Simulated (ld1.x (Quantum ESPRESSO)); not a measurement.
# Transferability test, ultrasoft potential for palladium

Pd, ultrasoft, made with ld1.x (Quantum ESPRESSO) 7.5 (LDA (PZ), scalar-relativistic). Core [Ar] 3d10, reference 4s2 4p6 4d10 5s0 5p0. Waves: 4s (bound): rcut 1.45, rcutus 1.60 bohr; 5s (bound, empty): rcut 1.45, rcutus 1.60 bohr; 4p (bound): rcut 1.85, rcutus 2.20 bohr; 5p (bound, empty): rcut 1.85, rcutus 2.20 bohr; 4d (bound): rcut 1.10, rcutus 1.20 bohr; 4d channel at 0.05 Ry: rcut 1.10, rcutus 1.20 bohr. Local part: all-electron potential smoothed inside 1.95 bohr (lloc = -2). Core correction: a·sin(br)/r model core inside 1.20 bohr. Augmentation charge: PSQ, inside the norm-conserving radii.

Energies are relative to the spin-unpolarised reference configuration 4s2 4p6 4d10 5s0 5p0; without spin polarisation the order of configurations can differ from experiment. Spin-polarised rows fill each open shell by Hund’s rule, majority spin first. The frozen-core shift is the all-electron ΔE with the core orbitals held at their reference shape minus the fully relaxed ΔE.

Give the all-electron excitation energy and the error of the potential for: 4s2 4p6 4d9 5s0 5p0; 4s2 4p6 4d8 5s0 5p0; 4s2 4p6 4d7 5s0 5p0; 4s2 4p6 4d9 5s0 5p1; 4s2 4p6 4d9 5s1 5p0; 4s2 4p6 4d8 5s1 5p0; 4s2 4p6 4d9.5 5s0 5p0; 4s2 4p6 4d9 5s0 5p0 (spin-polarised); 4s2 4p6 4d8 5s0 5p0 (spin-polarised).

```csv
valence configuration,charge,ΔE all-electron (eV),error AE − PS (meV),frozen-core shift (meV)
4s2 4p6 4d9 5s0 5p0,+1,9.389,+0.5,-1.4
4s2 4p6 4d8 5s0 5p0,+2,30.470,+4.5,-2.9
4s2 4p6 4d7 5s0 5p0,+3,65.065,+21,-3.4
4s2 4p6 4d9 5s0 5p1,0,5.318,+1.8,-2.4
4s2 4p6 4d9 5s1 5p0,0,1.436,-4.0,-3.2
4s2 4p6 4d8 5s1 5p0,+1,13.796,-4.7,-5.3
4s2 4p6 4d9.5 5s0 5p0,+0.5,3.370,+0.1,-0.7
4s2 4p6 4d9 5s0 5p0 (spin-polarised),+1,9.244,+12,-1.3
4s2 4p6 4d8 5s0 5p0 (spin-polarised),+2,29.835,+58,-2.6
```

A variational frozen-core shift is positive and of second order in the change. This column holds negative values, so the frozen-core run of ld1.x carries numerical noise or an error of first order here, and the column gives no more than the rough size of the effect.
